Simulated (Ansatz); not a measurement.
The same path of AlBrCl2FH (6 atoms, charge 0, multiplicity 1) was run twice with different band settings. Lost on the way: H5–F6. Made: Br2–H5.

Theory: Ansatz 0.2.0, RKS BHLYP-D4/def2-SVP.

Relaxed end points:

```xyz
6
Properties=species:S:1:pos:R:3
Al -0.225 -0.352 -0.437
Br 1.177 1.245 -1.264
Cl 0.515 -2.294 -0.282
Cl -2.275 -0.039 -0.659
H 0.700 1.076 1.257
F 0.107 0.364 1.385
```

```xyz
6
Properties=species:S:1:pos:R:3
Al -0.492 -0.600 0.053
Br 1.190 1.338 -0.807
Cl 0.521 -2.330 -0.508
Cl -2.274 -0.071 -0.886
H 1.271 1.668 0.574
F -0.216 -0.004 1.574
```

Common settings: spring 5.0 eV/Å²; optimiser quadratic models (default); start path through a guess of the saddle point; force threshold 0.05 eV/Å; iteration limit 60; end points relaxed.

| run | movable images | climbing image |
| --- | --- | --- |
| 1 | 7 | yes |
| 2 | 4 | no |

(1) What does each run give, and how far can it be trusted?

## Answers

(1) Run 1: converged after 10 iterations, highest image 0.413 eV above the first end. A vibrational analysis at the climbing image gives one clearly imaginary mode, 869i cm⁻¹: a first-order saddle point.
Run 2: converged after 7 iterations, highest image 0.366 eV above the first end. No image climbed, so the highest image needn't sit at the top of the path.
The orbitals stay closed-shell, which can raise the energy where a bond breaks towards radicals; this wasn't checked here.
